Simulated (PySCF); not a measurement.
FH3MgSi, SMILES [Mg]([F])[SiH3].

The structure is a stationary point at PBE0-D3(BJ)/def2-TZVP.

All values below come from PBE0-D3(BJ)/def2-TZVP in PySCF.

Frequencies are harmonic and unscaled.

Modes within 1.5 cm⁻¹ of each other (mostly degenerate sets) share a row, with their intensities summed.

| mode | ν (cm⁻¹) | IR (km/mol) | moving atoms (share of kinetic energy) |
|---|---|---|---|
| 1–2 | 109 | 102.7 | Mg 59 %, F 29 % |
| 3 | 302 | 0.0 | Si 52 %, F 26 %, Mg 16 % |
| 4–5 | 396 | 5.1 | H 86 %, Si 9 % |
| 6 | 741 | 153.6 | Mg 50 %, F 48 % |
| 7 | 844 | 205.9 | H 90 %, Si 9 % |
| 8–9 | 940 | 91.0 | H 98 % |
| 10 | 2185 | 62.3 | H 99 % |
| 11–12 | 2195 | 175.6 | H 96 % |
